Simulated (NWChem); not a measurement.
All runs are NWChem calculations. System: C3H7O2, charge 0, spin multiplicity 2, at a geometry optimised with UB3LYP/def2-SVP. The structure started from a generated list of species. Its SCF solution wasn't tested for a lower state. Level: UPBE0/def2-TZVP.

Input file:

```
start mol
memory heap 200 mb stack 900 mb global 1100 mb
geometry units angstroms nocenter noautoz noautosym
  C      2.016337     0.385361     0.015582
  O      1.135008    -0.624254    -0.405155
  C     -0.177049    -0.200220    -0.669743
  C     -1.026192    -0.055185     0.612904
  O     -2.301351     0.333698     0.392015
  H      2.095097     1.200356    -0.731654
  H      1.722339     0.840338     0.983136
  H      3.008599    -0.071230     0.143073
  H     -0.640820    -0.972498    -1.303935
  H     -0.202673     0.755868    -1.229687
  H     -0.942460    -0.968702     1.247025
  H     -0.587915     0.760573     1.244711
end
basis spherical
  * library def2-tzvp
end
dft
  xc pbe0
  odft
  mult 2
  semidirect memsize 60000000 filesize 0
  iterations 100
end
task dft energy
```

Part of the output:

```
             Northwest Computational Chemistry Package (NWChem) 7.3.0
             --------------------------------------------------------

                                NWChem Input Module
                                -------------------

 Scaling coordinates for geometry "geometry" by  1.889725989
 (inverse scale =  0.529177249)

                             Geometry "geometry" -> ""
                             -------------------------

 Output coordinates in angstroms (scale by  1.889725989 to convert to a.u.)

  No.       Tag          Charge          X              Y              Z
 ---- ---------------- ---------- -------------- -------------- --------------
    1 C                    6.0000     2.01633700     0.38536100     0.01558200
    2 O                    8.0000     1.13500800    -0.62425400    -0.40515500
    3 C                    6.0000    -0.17704900    -0.20022000    -0.66974300
    4 C                    6.0000    -1.02619200    -0.05518500     0.61290400
    5 O                    8.0000    -2.30135100     0.33369800     0.39201500
    6 H                    1.0000     2.09509700     1.20035600    -0.73165400
    7 H                    1.0000     1.72233900     0.84033800     0.98313600
    8 H                    1.0000     3.00859900    -0.07123000     0.14307300
    9 H                    1.0000    -0.64082000    -0.97249800    -1.30393500
   10 H                    1.0000    -0.20267300     0.75586800    -1.22968700
   11 H                    1.0000    -0.94246000    -0.96870200     1.24702500
   12 H                    1.0000    -0.58791500     0.76057300     1.24471100

 Effective nuclear repulsion energy (a.u.)     181.0735566208

            Nuclear Dipole moment (a.u.)
            ----------------------------
        X                 Y               Z
 ---------------- ---------------- ----------------
    -0.0000018897    -0.0000132281     0.0000132281


 Summary of "ao basis" -> "" (spherical)
 ------------------------------------------------------------------------------
       Tag                 Description            Shells   Functions and Types
 ---------------- ------------------------------  ------  ---------------------
 *                         def2-tzvp                  on all atoms

                                 NWChem DFT Module
                                 -----------------

 Summary of "ao basis" -> "ao basis" (spherical)
 ------------------------------------------------------------------------------
       Tag                 Description            Shells   Functions and Types
 ---------------- ------------------------------  ------  ---------------------
 C                         def2-tzvp                11       31   5s3p2d1f
 O                         def2-tzvp                11       31   5s3p2d1f
 H                         def2-tzvp                 4        6   3s1p

 Summary of "ao basis" -> "ao basis" (spherical)
 ------------------------------------------------------------------------------
       Tag                 Description            Shells   Functions and Types
 ---------------- ------------------------------  ------  ---------------------
 C                         def2-tzvp                11       31   5s3p2d1f
 O                         def2-tzvp                11       31   5s3p2d1f
 H                         def2-tzvp                 4        6   3s1p

            General Information
            -------------------
          SCF calculation type: DFT
          Wavefunction type:  spin polarized.
[...]
   188     -0.995179  11 H  s                36     -0.833875   2 O  s
   182      0.785346  10 H  s                74      0.777031   3 C  px
    76     -0.682135   3 C  pz              158      0.671311   6 H  s

   alpha - beta orbital overlaps
   -----------------------------

   alpha      1      2      3      4      5      6      7      8      9     10
    beta      1      2      3      4      5      6      7      8      9     10
 overlap   1.000  1.000  1.000  1.000  1.000  0.963  0.959  0.994  0.990  0.992

   alpha     11     12     13     14     15     16     17     18     19     20
    beta     12     11     13     14     15     16     17     21     18     19
 overlap   0.707  0.788  0.936  0.812  0.958  0.988  0.907  0.612  0.778  0.861

   alpha     21     22     23     24     25     26     27     28     29     30
    beta     20     22     23     24     25     26     27     28     29     30
 overlap   0.940  0.997  0.996  0.998  0.997  0.998  0.999  0.995  0.995  0.995

   alpha     31     32     33     34     35     36     37     38     39     40
    beta     31     32     33     34     35     36     37     38     39     40
 overlap   0.987  0.981  0.975  0.987  0.997  0.984  0.992  0.998  0.997  0.998

   alpha     41     42     43     44     45     46     47     48     49     50
    beta     41     42     43     44     45     46     47     48     49     50
 overlap   0.996  0.995  0.999  0.994  0.998  0.999  0.994  0.987  0.989  0.967

   alpha     51     52     53     54     55     56     57     58     59     60
    beta     51     52     53     54     55     56     57     58     59     60
 overlap   0.989  0.770  0.788  0.982  0.967  0.994  0.999  0.997  0.999  0.998

   alpha     61     62     63     64     65     66     67     68     69     70
    beta     61     62     63     64     65     66     67     68     69     70
 overlap   0.997  0.993  0.995  0.998  0.998  1.000  0.970  0.920  0.950  0.999

   alpha     71     72     73     74     75     76     77     78     79     80
    beta     71     72     73     74     75     76     77     78     79     80
 overlap   0.999  0.999  0.999  1.000  0.983  0.959  0.955  0.958  0.989  0.999

   alpha     81     82     83     84     85     86     87     88     89     90
    beta     82     81     83     84     85     86     87     88     89     90
 overlap   0.794  0.836  0.975  0.737  0.685  0.823  0.901  0.965  0.989  0.996

   alpha     91     92     93     94     95     96     97     98     99    100
    beta     91     92     94     93     95     96     97     98     99    100
 overlap   0.998  0.989  0.906  0.913  0.980  0.976  0.990  0.994  0.988  1.000

   alpha    101    102    103    104    105    106    107    108    109    110
    beta    101    102    103    104    105    106    107    108    109    110
 overlap   0.999  0.999  0.964  0.866  0.906  0.991  0.998  0.969  0.881  0.883

   alpha    111    112    113    114    115    116    117    118    119    120
    beta    111    112    113    114    115    116    117    118    119    120
 overlap   0.998  0.982  0.989  0.997  0.975  0.992  0.975  0.997  0.996  0.999

   alpha    121    122    123    124    125    126    127    128    129    130
    beta    121    122    123    124    125    126    127    128    129    130
 overlap   0.995  0.995  0.996  0.995  0.898  0.716  0.755  0.985  0.873  0.873

   alpha    131    132    133    134    135    136    137    138    139    140
    beta    131    132    133    134    135    136    137    138    139    140
 overlap   0.982  0.986  0.939  0.930  0.993  0.996  0.999  0.997  0.997  0.992

   alpha    141    142    143    144    145    146    147    148    149    150
    beta    141    142    143    144    145    146    147    148    149    150
 overlap   0.994  0.992  0.997  0.998  0.991  0.996  0.998  1.000  1.000  1.000

   alpha    151    152    153    154    155    156    157    158    159    160
    beta    151    152    153    154    155    156    157    158    159    160
 overlap   0.999  1.000  1.000  1.000  0.999  1.000  1.000  0.998  0.994  0.994

   alpha    161    162    163    164    165    166    167    168    169    170
    beta    161    162    163    164    165    166    167    168    169    170
 overlap   0.996  0.996  0.999  1.000  0.952  0.951  0.999  0.999  0.999  0.999

   alpha    171    172    173    174    175    176    177    178    179    180
    beta    172    171    173    174    175    176    177    178    179    180
 overlap   0.710  0.772  0.855  0.894  0.999  0.899  0.835  0.865  0.982  0.990

   alpha    181    182    183    184    185    186    187    188    189    190
    beta    181    182    183    184    185    186    187    188    189    190
 overlap   0.999  1.000  0.982  0.979  0.993  0.991  0.900  0.907  0.765  0.768

   alpha    191    192    193    194    195    196    197
    beta    191    192    193    194    195    196    197
 overlap   1.000  1.000  1.000  1.000  1.000  1.000  1.000

     --------------------------
     Expectation value of S2:
     --------------------------
      <S2> =      0.7546 (Exact =     0.7500)

 center of mass
 --------------
 x =  -0.11108496 y =  -0.03855653 z =  -0.00880916

 moments of inertia (a.u.)
 ------------------
         137.075430099764          30.556856174831          99.227938677024
          30.556856174831         742.672230771772         -26.501319516562
          99.227938677024         -26.501319516562         716.365693185699

     Multipole analysis of the density
     ---------------------------------

     L   x y z        total         alpha         beta         nuclear
     -   - - -        -----         -----         ----         -------
     0   0 0 0     -0.000000    -21.000000    -20.000000     41.000000

     1   1 0 0      0.723638      2.238897     -1.515257     -0.000002
     1   0 1 0      0.287866     -0.152117      0.439996     -0.000013
     1   0 0 1      0.161221     -0.371598      0.532807      0.000013

     2   2 0 0    -26.634098   -203.129788   -186.570907    363.066598
     2   1 1 0      2.617529      5.808291      3.642884     -6.833645
     2   1 0 1      1.128463     26.992252     24.135756    -49.999546
     2   0 2 0    -23.184256    -30.820769    -29.303428     36.939940
     2   0 1 1      0.014361     -7.116971     -6.162171     13.293503
     2   0 0 2    -22.464207    -39.467524    -37.735409     54.738726

 Task  times  cpu:      431.2s     wall:      431.2s

 Total times  cpu:      431.2s     wall:      431.2s
```
